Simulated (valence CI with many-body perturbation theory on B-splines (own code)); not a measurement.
**Mo²⁷⁺ in brief**

Level of theory: relativistic CI+MBPT: five valence electrons over a frozen Dirac-Fock core [Ne], a basis of 9 s, 9 p, 8 d, 6 f, 3 g, 1 h functions for each j, with the one-electron correlation potential Σ1 (screened to all orders), the two-electron term Σ2, the three-electron term Σ3, Breit, model QED; selected single and double excitations, second order for the rest (own B-spline code, finite nucleus).

No measured spectrum was set against this ion. As an estimate, large intervals hold to a few tenths of a per cent, small ones and those within an open d or f shell to about a per cent. Among the levels kept, up to 490 cm⁻¹ of a level comes from second order outside the variational space, and about a tenth of that is noise between levels of different J, which matters for small intervals.

Levels are named by their leading jj configuration (3d3/2^4 stands for four electrons in 3d with j = 3/2), which in mixed levels can hold well under half, so a name can repeat and another be missing.

Rates and lifetimes use the calculated energies. Strong lines usually hold to 10 to 20 %, long lifetimes can be off by a factor of two.

Problem. What is the ground level?

Solution. (3s^2 3p1/2^2 3p3/2) J=3/2, composition 46 % 3s²3p³ ⁴S° + 34 % 3s²3p³ ²P° + 18 % 3s²3p³ ²D°, g = 1.549.

Problem. What is the ionisation energy?

Solution. 1450.1 eV; NIST lists 1462 ± 6 eV (semi-empirical).

Problem. Name the longest-lived excited levels whose lifetime is computed, and their main decay.

Solution. (3s^2 3p1/2 3p3/2^2) J=5/2 at 200800 cm⁻¹ lives 60.8 μs, mostly by M1 to (3s^2 3p1/2^2 3p3/2) J=3/2; (3s^2 3p1/2 3p3/2^2) J=3/2 at 156880 cm⁻¹ lives 12.0 μs, mostly by M1 to (3s^2 3p1/2^2 3p3/2) J=3/2; (3s^2 3p1/2 3p3/2^2) J=1/2 at 258190 cm⁻¹ lives 9.23 μs, mostly by M1 to (3s^2 3p1/2^2 3p3/2) J=3/2. The lifetime of (3s^2 3p1/2 3p3/2 3d5/2) J=9/2 is too uncertain to give, and may be longer.

Problem. Among levels below 1652000 cm⁻¹, which E1 lines absorb most strongly from the ground level?

Solution. to (3s^2 3p1/2 3p3/2 3d3/2) J=5/2 at 8.375 nm, f = 0.260; to (3s^2 3p1/2 3p3/2 3d3/2) J=3/2 at 8.422 nm, f = 0.211; to (3s^2 3p1/2 3p3/2 3d5/2) J=5/2 at 7.859 nm, f = 0.0770.

Problem. Where does the other parity begin?

Solution. At (3s 3p1/2^2 3p3/2^2) J=5/2, 721640 cm⁻¹.

Problem. How well does LS coupling describe the low levels?

Solution. Among the lowest 20 levels the leading LS term, summed over configurations, holds 60 % on average. For single configurations the figures are 55 % in LS and 68 % in jj coupling. Terms mix most in the J = 3/2 level at 886020 cm⁻¹, where the leading one holds 36 %.

Problem. What are the static dipole polarisabilities of the lowest levels?

Solution. (3s^2 3p1/2^2 3p3/2) J=3/2 0.0396 (tensor 0.0023); (3s^2 3p1/2 3p3/2^2) J=3/2 0.0415 (tensor 0.0017); (3s^2 3p1/2 3p3/2^2) J=5/2 0.0414; (3s^2 3p1/2 3p3/2^2) J=1/2 0.0408 bohr³, of which the core gives 0.000592.
